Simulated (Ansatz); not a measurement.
Basis sets compared for As5O6⁺ (the lowest singlet isomer of a short search). Charge 1, multiplicity 1. Geometry PBE-D4/def2-SVP. Ansatz on 4 threads of Arm Neoverse V2 on a shared host; times are rough, and most runs start from earlier orbitals.

Cartesian coordinates in Å:
```
As -0.524 -2.281 -1.591
As -1.806 -0.443 0.932
As 2.017 0.046 -0.896
As -0.172 2.296 0.002
As 1.397 0.065 1.678
O 0.759 1.746 1.466
O -1.581 1.137 0.141
O -1.767 -1.521 -0.668
O -0.140 -0.911 1.438
O 0.978 -1.491 -1.292
O 0.840 1.358 -1.210
```

The structure comes from a short search, and lower isomers may exist.

```tsv
level	functions	energy (Eh)	HOMO (eV)	LUMO (eV)	wall time
PBE-D4/def2-SVP	244	-11626.8541	-9.72	-8.64	6.5 s
PBE0-D4/def2-SVP	244	-11627.0995	-10.73	-8.06	13 s
```

**Question.** Estimate the rows for PBE-D4/def2-TZVP, PBE0-D4/def2-TZVP.

**Answer.** 
```json
{"level": "PBE-D4/def2-TZVP", "functions": "426", "energy (Eh)": "-11628.8053", "HOMO (eV)": "-9.75", "LUMO (eV)": "-8.71", "wall time": "14 s"}
{"level": "PBE0-D4/def2-TZVP", "functions": "426", "energy (Eh)": "-11629.0559", "HOMO (eV)": "-10.70", "LUMO (eV)": "-8.09", "wall time": "46 s"}
```
